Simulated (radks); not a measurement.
Values are calculated unless marked as measured or tabulated.
Coulomb parameter of the 5d shell of the tungsten ion W3+ in the model configuration [Xe] 4f14 5d2 6s1, as a second difference U = [E(n + 0.5) + E(n - 0.5) - 2 E(n)] / (0.5)^2 with all orbitals relaxed. "Bare": the charge of the atom changes with n. "Screened": the 6s shell takes up the change at fixed total charge, which measures U(5d,5d) + U(6s,6s) - 2 U(5d,6s). Code: a radial shooting solver on a logarithmic mesh with Libxc functionals. Model: scalar-relativistic Kohn-Sham, LDA (Slater exchange, Perdew-Wang correlation), spin-unpolarised, spherical densities, finite nucleus; Fermi nuclear charge, rms radius 5.3658 fm.

case                   configuration  E - E(n) (eV)
start              [Xe] 4f14 5d2 6s1          0.000
bare +0.5        [Xe] 4f14 5d2.5 6s1        -15.430
bare -0.5        [Xe] 4f14 5d1.5 6s1         18.474
screened +0.5  [Xe] 4f14 5d2.5 6s0.5         -1.735
screened -0.5  [Xe] 4f14 5d1.5 6s1.5          1.986

U(bare) = 12.173 eV, U(screened by 6s) = 1.006 eV, against the Slater integral F0(5d,5d) = 14.336 eV with frozen orbitals.
